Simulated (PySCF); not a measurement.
These 4 structures share the formula C5H5F3O. Method used: PBE0-D3(BJ)/def2-SVP geometry optimisation, gas phase (PySCF 2.14.0). One conformer each; no zero-point energy, no entropy. No frequencies were run at this level. Point groups hold within 0.08 Å.

Problem. Order them by energy at this level, lowest first, and give relative energies in kcal/mol.
A. `[CH2:1]=[CH:2][CH2:3][C:4](=[O:5])[C:6]([F:7])([F:8])[F:9]` with C1–C2–C3–C4 129°, C2–C3–C4–O5 8°
B. `[CH:1]#[C:2][C@@H:3]([CH2:4][OH:5])[C:6]([F:7])([F:8])[F:9]` with C2–C3–C4–O5 -59°, C3–C4–O5–H 63°
C. `[CH2:1]=[CH:2][O:3]/[CH:4]=[C:5](\[F:6])[CH:7]([F:8])[F:9]` with C1–C2–O3–C4 180°, C2–O3–C4–C5 180°, C4–C5–C7–F8 110°
D. `[O:1]=[C:2]1[CH2:3][CH:4]([C:5]([F:6])([F:7])[F:8])[CH2:9]1` with O1–C2–C3–C4 165°, C2–C3–C4–C5 131°, C3–C4–C9–C2 -11°, O1–C2–C9–C4 -165°

Solution. D (0.0), A (15.0), B (40.9), C (47.6).

As drawn, the lowest has a four-membered ring and a C=O bond, which the highest lacks; the highest has a C=C bond outside aromatic rings, which the lowest lacks.

| SMILES | E (Eh) | E rel (kcal/mol) | dipole (D) | point group | A, B, C (MHz) |
| --- | --- | --- | --- | --- | --- |
| O=C1CC(C(F)(F)F)C1 | -567.28491 | 0.0 | 1.25 | Cs | 3716, 1002, 936.9 |
| C=CCC(=O)C(F)(F)F | -567.26105 | 15.0 | 2.37 | C1 | 3272, 928.6, 853.2 |
| C#C[C@@H](CO)C(F)(F)F | -567.21980 | 40.9 | 1.72 | C1 | 2182, 1336, 990.6 |
| C=CO/C=C(\F)C(F)F | -567.20913 | 47.6 | 2.11 | C1 | 3675, 741.7, 651.4 |
